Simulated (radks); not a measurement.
Question: Calculated with a radial shooting solver on a logarithmic mesh with Libxc functionals: non-relativistic Kohn-Sham, LDA (Slater exchange, Perdew-Wang correlation), spin-polarised, spherical densities, point nucleus; open shells are filled with parallel spins first. Each species is in its NIST ground configuration. Rank O, B, Ne, N, C, F, Li, Be by mean radius of the outermost orbital (bohr), largest first.

Answer: Li 3.82, Be 2.62, B 2.23, C 1.74, N 1.43, O 1.34, F 1.13, Ne 0.982.
